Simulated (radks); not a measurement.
Spherical jellium clusters: N electrons in a uniform positive sphere of charge N and radius rs N^(1/3), rs = 2.3 bohr. Method: non-relativistic Kohn-Sham, LDA (Slater exchange, Perdew-Wang correlation), spin-polarised, spherical densities; computed with a radial shooting solver with Libxc functionals. Levels are named by radial order and angular momentum (1s, 1p, 1d, 2s, ...), and open shells are averaged over m.

N = 30, configuration 1s2 1p6 1d10 2s2 1f(up 7, down 3). This is the lowest configuration that the search found. Occupied and some empty levels:

| level | occupation | eigenvalue (eV) | <r> (bohr) |
|---|---|---|---|
| 1s up | 1 | -11.095 | 4.068 |
| 1s down | 1 | -10.894 | 3.963 |
| 1p up | 3 | -8.9724 | 5.044 |
| 1p down | 3 | -8.6624 | 4.989 |
| 1d up | 5 | -6.5277 | 5.746 |
| 1d down | 5 | -6.1657 | 5.733 |
| 2s up | 1 | -5.9001 | 5.000 |
| 2s down | 1 | -5.6782 | 5.064 |
| 1f up | 7 | -3.8259 | 6.396 |
| 1f down | 3 | -3.4546 | 6.427 |
| 2p up | 0 | -3.0199 | 6.261 |
| 2p down | 0 | -2.8206 | 6.336 |
| 1g up | 0 | -1.0029 | 7.229 |
| 2d up | 0 | -0.72111 | 8.804 |
| 1g down | 0 | -0.66791 | 7.366 |
| 2d down | 0 | -0.57640 | 9.129 |

Energy (eV): total -23.4885, kinetic 144.43, external -3994.9, Hartree 1945.1, exchange-correlation -174.23, background 2056.1.

Electron density:

| r (bohr) | n(r) (e/bohr^3) |
|---|---|
| 0.832 | 0.02302 |
| 1.72 | 0.01923 |
| 2.62 | 0.01700 |
| 3.51 | 0.01818 |
| 4.40 | 0.02066 |
| 5.29 | 0.02017 |
| 6.18 | 0.01486 |
| 7.08 | 0.007804 |
| 7.97 | 0.003119 |
| 8.86 | 0.001090 |
| 9.75 | 0.0003570 |
| 10.7 | 0.0001129 |
| 11.5 | 0.00003551 |
